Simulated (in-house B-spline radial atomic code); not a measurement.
**Ionising Os⁵⁺ with different functionals**

Computed with a radial B-spline atomic code at the basis-set limit: scalar-relativistic (spin-free X2C) Hamiltonian, Fermi nucleus of rms radius 5.4126 fm, spin-polarised at highest spin, spherical fractional occupations for the functionals, the average over the highest-spin determinants for Hartree-Fock. The ionisation energy is the difference of two self-consistent energies, [Xe] 4f14 5d3 → [Xe] 4f14 5d2, without Breit or QED terms; ε is the level of the shell that loses the electron (its least bound occupied spin orbital). There is no spin-orbit coupling in this Hamiltonian.

Hybrids are left out here: with spherical fractional occupations of an open shell their exact exchange keeps a self-interaction that integer-occupation calculations don't have.

| method | rung | ΔSCF (eV) | -ε(5d) (eV) |
| --- | --- | --- | --- |
| Hartree-Fock | Hartree-Fock | 69.70 | 70.29 |
| LDA VWN5 | LDA | 70.88 | 63.59 |
| LDA PW92 | LDA | 70.87 | 63.58 |
| LDA exchange-only | LDA | 69.46 | 62.23 |
| PBE | GGA | 70.67 | 63.41 |
| PBEsol | GGA | 70.70 | 63.44 |
| BLYP | GGA | ? | ? |
| RPBE | GGA | ? | ? |
| PW91 | GGA | 70.76 | 63.49 |
| BP86 | GGA | 70.72 | 63.46 |
| AM05 | GGA | 70.69 | 63.42 |
| OLYP | GGA | 70.88 | 63.59 |
| TPSS | meta-GGA | 70.60 | 63.36 |
| SCAN | meta-GGA | 70.77 | 63.58 |
| r2SCAN | meta-GGA | 70.81 | 63.63 |
| revTPSS | meta-GGA | 70.61 | 63.37 |

(1) What does BLYP give?

(2) What does RPBE give?

(3) How do they compare with the NIST value?

## Answers

(1) ΔSCF 70.46 eV, and -ε(5d) = 63.16 eV.

(2) ΔSCF 70.61 eV, and -ε(5d) = 63.36 eV.

(3) NIST lists 70 eV ± 2 (tabulated theory, ground level to ground level). Errors run from -0.64 to +0.78 eV; all lie within about twice that uncertainty, so the table can't rank the methods. Hartree-Fock also lacks correlation.
